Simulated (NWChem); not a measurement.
System: BeGeNH$_{5}$; SMILES [NH2][Be][GeH3]

Input file for NWChem:

```
start job
memory heap 200 mb stack 900 mb global 1100 mb
geometry units angstroms noautosym nocenter noautoz
  Be     0.004711    -1.294518    -0.006332
  N     -0.000282    -2.793310     0.001866
  H      0.825774    -3.380460     0.005794
  H     -0.829749    -3.375596     0.007188
  Ge     0.005422     0.909126    -0.009319
  H     -1.346756     1.521755     0.455180
  H      1.070088     1.533137     0.936647
  H      0.277903     1.546016    -1.400628
end
basis spherical
  * library 6-31g*
end
dft
  xc b3lyp
  iterations 150
end
property
  efieldgrad
end
task dft property
```

NWChem printed, in part:

```
             Northwest Computational Chemistry Package (NWChem) 7.3.0
             --------------------------------------------------------

                             Geometry "geometry" -> ""
                             -------------------------

 Output coordinates in angstroms (scale by  1.889725989 to convert to a.u.)

  No.       Tag          Charge          X              Y              Z
 ---- ---------------- ---------- -------------- -------------- --------------
    1 Be                   4.0000     0.00471100    -1.29451800    -0.00633200
    2 N                    7.0000    -0.00028200    -2.79331000     0.00186600
    3 H                    1.0000     0.82577400    -3.38046000     0.00579400
    4 H                    1.0000    -0.82974900    -3.37559600     0.00718800
    5 Ge                  32.0000     0.00542200     0.90912600    -0.00931900
    6 H                    1.0000    -1.34675600     1.52175500     0.45518000
    7 H                    1.0000     1.07008800     1.53313700     0.93664700
    8 H                    1.0000     0.27790300     1.54601600    -1.40062800

 Effective nuclear repulsion energy (a.u.)     128.2878807782

                              NWChem Property Module
                              ----------------------

  itol2e modified to match energy
  convergence criterion.

                                 NWChem DFT Module
                                 -----------------

 Summary of "ao basis" -> "ao basis" (spherical)
 ------------------------------------------------------------------------------
       Tag                 Description            Shells   Functions and Types
 ---------------- ------------------------------  ------  ---------------------
 Be                          6-31g*                  6       14   3s2p1d
 N                           6-31g*                  6       14   3s2p1d
 H                           6-31g*                  2        2   2s
 Ge                          6-31g*                 12       32   5s4p3d

  itol2e modified to match energy
  convergence criterion.

            General Information
            -------------------
          SCF calculation type: DFT
          Wavefunction type:  closed shell.
          No. of atoms     :     8
          No. of electrons :    48
           Alpha electrons :    24
            Beta electrons :    24
          Charge           :     0
          Spin multiplicity:     1
          Use of symmetry is: off; symmetry adaption is: off
          Maximum number of iterations: 150
          AO basis - number of functions:    70
                     number of shells:    34
          Convergence on energy requested:  1.00D-07
          Convergence on density requested:  1.00D-05
          Convergence on gradient requested:  5.00D-04

              XC Information
              --------------
                         B3LYP Method XC Potential
                     Hartree-Fock (Exact) Exchange  0.200
                        Slater Exchange Functional  0.800 local
                    Becke 1988 Exchange Functional  0.720 non-local
              Lee-Yang-Parr Correlation Functional  0.810
                  VWN I RPA Correlation Functional  0.190 local

             Grid Information
             ----------------
          Grid used for XC integration:  fine
          Radial quadrature: Mura-Knowles
          Angular quadrature: Lebedev.
          Tag              B.-S. Rad. Rad. Pts. Rad. Cut. Ang. Pts.
          ---              ---------- --------- --------- ---------
          Be                  1.05       70          10.0       590
          N                   0.65       70          11.0       590
          H                   0.35       60          13.0       590
          Ge                  1.25      140          11.0       974
          Grid pruning is: on
          Number of quadrature shells:   580
          Spatial weights used:  Erf1

      Superposition of Atomic Density Guess
      -------------------------------------

 Sum of atomic energies:       -2146.37310145

      Non-variational initial energy
      ------------------------------

 Total energy =   -2147.411825
 1-e energy   =   -3244.017613
 2-e energy   =     968.317906
 HOMO         =      -0.340285
 LUMO         =       0.042951

   convergence    iter        energy       DeltaE   RMS-Dens  Diis-err
 ---------------- ----- ----------------- --------- --------- ---------
 d= 0,ls=0.0,diis     1  -2149.2328859262 -2.28D+03  1.45D-02  4.67D-01
 d= 0,ls=0.0,diis     2  -2149.1997439955  3.31D-02  7.67D-03  8.22D-01
 d= 0,ls=0.0,diis     3  -2149.2981653223 -9.84D-02  1.50D-03  3.23D-02
 d= 0,ls=0.0,diis     4  -2149.3016768399 -3.51D-03  3.81D-04  1.06D-03
 d= 0,ls=0.0,diis     5  -2149.3017806359 -1.04D-04  3.45D-05  1.31D-05
 d= 0,ls=0.0,diis     6  -2149.3017815453 -9.09D-07  1.68D-05  1.80D-06
 d= 0,ls=0.0,diis     7  -2149.3017816740 -1.29D-07  4.17D-06  1.20D-07
 d= 0,ls=0.0,diis     8  -2149.3017816863 -1.23D-08  5.04D-07  6.61D-10

         Total DFT energy =    -2149.301781686254
      One electron energy =    -3247.023404562988
           Coulomb energy =     1060.173310327114
    Exchange-Corr. energy =      -90.739568228626
 Nuclear repulsion energy =      128.287880778245

 Numeric. integr. density =       47.999999673630

                       DFT Final Molecular Orbital Analysis
                       ------------------------------------

 Vector   22  Occ=2.000000D+00  E=-3.186561D-01
              MO Center=  3.1D-01,  1.3D+00, -3.4D-01, r^2= 2.4D+00
   Bfn.  Coefficient  Atom+Function         Bfn.  Coefficient  Atom+Function
  ----- ------------  ---------------      ----- ------------  ---------------
    45      0.448384  5 Ge pz                69     -0.260669  8 H  s
    70     -0.259458  8 H  s                 67      0.193217  7 H  s
    68      0.192884  7 H  s                 41     -0.188308  5 Ge pz
    49      0.096917  5 Ge pz                65      0.066286  6 H  s
    66      0.066444  6 H  s                 37      0.056933  5 Ge pz

 Vector   23  Occ=2.000000D+00  E=-2.717552D-01
              MO Center=  4.1D-03,  2.7D-01, -7.1D-03, r^2= 2.5D+00
   Bfn.  Coefficient  Atom+Function         Bfn.  Coefficient  Atom+Function
  ----- ------------  ---------------      ----- ------------  ---------------
    44      0.495177  5 Ge py                 4     -0.262994  1 Be py
    40     -0.202965  5 Ge py                 2     -0.163268  1 Be s
    48      0.154981  5 Ge py                42      0.146347  5 Ge s
     6     -0.117310  1 Be s                 66      0.117227  6 H  s
    68      0.115373  7 H  s                 70      0.112978  8 H  s

 Vector   24  Occ=2.000000D+00  E=-2.595052D-01
              MO Center=  3.5D-03, -2.6D+00, -4.1D-03, r^2= 1.3D+00
   Bfn.  Coefficient  Atom+Function         Bfn.  Coefficient  Atom+Function
  ----- ------------  ---------------      ----- ------------  ---------------
    19      0.555270  2 N  pz                23      0.455504  2 N  pz
     5      0.152751  1 Be pz                 9      0.126072  1 Be pz
    45     -0.039584  5 Ge pz                49     -0.039024  5 Ge pz
    69      0.033938  8 H  s                 70      0.029204  8 H  s

[...]

          -----------------------
          Electric field gradient
          -----------------------

 1 a.u. = 0.324123 10**(16) esu/cm**3  ( or statvolts/cm**2 ) = 0.97174 10**(22) v/m**2

 ------------------------------------------------------------
   Atom      X         Y         Z
 ------------------------------------------------------------
    1 Be   0.00890  -2.44628  -0.01197
 ------------------------------------------------------------

 Electric field gradient in molecular frame (a.u.)
         XX             YY             ZZ             XY             XZ             YZ
 ------------------------------------------------------------------------------------------
       -0.146361       0.206063      -0.059702       0.001148       0.000068      -0.001459

 Principal components (a.u.) and orientation
 of principal axis w.r.t. absolute frame                      Asymmetry parameter eta
 --------------------------------------------------------------------------------------
        0.206074      -0.146364      -0.059710                       0.420501

        0.003255       0.999994       0.000854
        0.999980      -0.003260       0.005488
       -0.005491      -0.000836       0.999985

 ------------------------------------------------------------
   Atom      X         Y         Z
 ------------------------------------------------------------
    2 N   -0.00053  -5.27859   0.00353
 ------------------------------------------------------------

 Electric field gradient in molecular frame (a.u.)
         XX             YY             ZZ             XY             XZ             YZ
 ------------------------------------------------------------------------------------------
       -0.631944      -0.050279       0.682223       0.001748       0.001119       0.005686

 Principal components (a.u.) and orientation
 of principal axis w.r.t. absolute frame                      Asymmetry parameter eta
 --------------------------------------------------------------------------------------
        0.682268      -0.631951      -0.050318                       0.852499

        0.000862       0.999995       0.002991
        0.007764      -0.002997       0.999965
        0.999969      -0.000839      -0.007767

 ------------------------------------------------------------
   Atom      X         Y         Z
 ------------------------------------------------------------
    3 H    1.56049  -6.38814   0.01095
 ------------------------------------------------------------

 Electric field gradient in molecular frame (a.u.)
         XX             YY             ZZ             XY             XZ             YZ
 ------------------------------------------------------------------------------------------
       -0.208508      -0.018294       0.226802       0.266938      -0.001732       0.001672

 Principal components (a.u.) and orientation
 of principal axis w.r.t. absolute frame                      Asymmetry parameter eta
 --------------------------------------------------------------------------------------
       -0.396785       0.226813       0.169972                       0.143255

        0.817190       0.000614       0.576368
       -0.576356       0.007489       0.817165
        0.003815       0.999972      -0.006474

 ------------------------------------------------------------
   Atom      X         Y         Z
 ------------------------------------------------------------
    4 H   -1.56800  -6.37895   0.01358
 ------------------------------------------------------------

 Electric field gradient in molecular frame (a.u.)
         XX             YY             ZZ             XY             XZ             YZ
 ------------------------------------------------------------------------------------------
       -0.211638      -0.015153       0.226790      -0.265832       0.002479       0.002108

 Principal components (a.u.) and orientation
 of principal axis w.r.t. absolute frame                      Asymmetry parameter eta
 --------------------------------------------------------------------------------------
       -0.396816       0.226809       0.170007                       0.143143

        0.820551       0.001114      -0.571572
        0.571549       0.007490       0.820534
       -0.005195       0.999971      -0.005509

 ------------------------------------------------------------
   Atom      X         Y         Z
 ------------------------------------------------------------
    5 Ge   0.01025   1.71800  -0.01761
 ------------------------------------------------------------

 Electric field gradient in molecular frame (a.u.)
         XX             YY             ZZ             XY             XZ             YZ
 ------------------------------------------------------------------------------------------
       -0.285320       0.557012      -0.271692       0.001593       0.000314      -0.003043

 Principal components (a.u.) and orientation
 of principal axis w.r.t. absolute frame                      Asymmetry parameter eta
 --------------------------------------------------------------------------------------
        0.557026      -0.285330      -0.271696                       0.024478

        0.001889       0.999723       0.023463
        0.999991      -0.001975       0.003626
       -0.003671      -0.023456       0.999718

 ------------------------------------------------------------
   Atom      X         Y         Z
 ------------------------------------------------------------
    6 H   -2.54500   2.87570   0.86017
 ------------------------------------------------------------

 Electric field gradient in molecular frame (a.u.)
         XX             YY             ZZ             XY             XZ             YZ
 ------------------------------------------------------------------------------------------
       -0.095206       0.042056       0.053149       0.074990       0.057726      -0.025755

 Principal components (a.u.) and orientation
 of principal axis w.r.t. absolute frame                      Asymmetry parameter eta
 --------------------------------------------------------------------------------------
       -0.148085       0.075121       0.072964                       0.014565

        0.872960       0.362152       0.326781
       -0.384882       0.922950       0.005320
       -0.299676      -0.130417       0.945085

 ------------------------------------------------------------
   Atom      X         Y         Z
 ------------------------------------------------------------
    7 H    2.02217   2.89721   1.77001
 ------------------------------------------------------------

 Electric field gradient in molecular frame (a.u.)
         XX             YY             ZZ             XY             XZ             YZ
 ------------------------------------------------------------------------------------------
       -0.031493       0.040864      -0.009372      -0.060385      -0.092773      -0.053632

 Principal components (a.u.) and orientation
 of principal axis w.r.t. absolute frame                      Asymmetry parameter eta
 --------------------------------------------------------------------------------------
       -0.148337       0.075339       0.072998                       0.015782

        0.687737      -0.289995      -0.665522
        0.392591       0.919700       0.004945
        0.610647      -0.264679       0.746361

 ------------------------------------------------------------
   Atom      X         Y         Z
 ------------------------------------------------------------
    8 H    0.52516   2.92155  -2.64680
 ------------------------------------------------------------

 Electric field gradient in molecular frame (a.u.)
         XX             YY             ZZ             XY             XZ             YZ
 ------------------------------------------------------------------------------------------
        0.066150       0.039488      -0.105638      -0.015857       0.035012       0.080913

 Principal components (a.u.) and orientation
 of principal axis w.r.t. absolute frame                      Asymmetry parameter eta
 --------------------------------------------------------------------------------------
       -0.148637       0.075625       0.073012                       0.017585

       -0.176146      -0.077149       0.981336
       -0.401421       0.915893      -0.000049
        0.898796       0.393938       0.192300
```

Level: B3LYP/6-31G* (spherical d). The geometry was optimised at B3LYP/6-31G* (spherical d). NWChem prints the field gradient with the sign opposite to the second derivative of the potential.
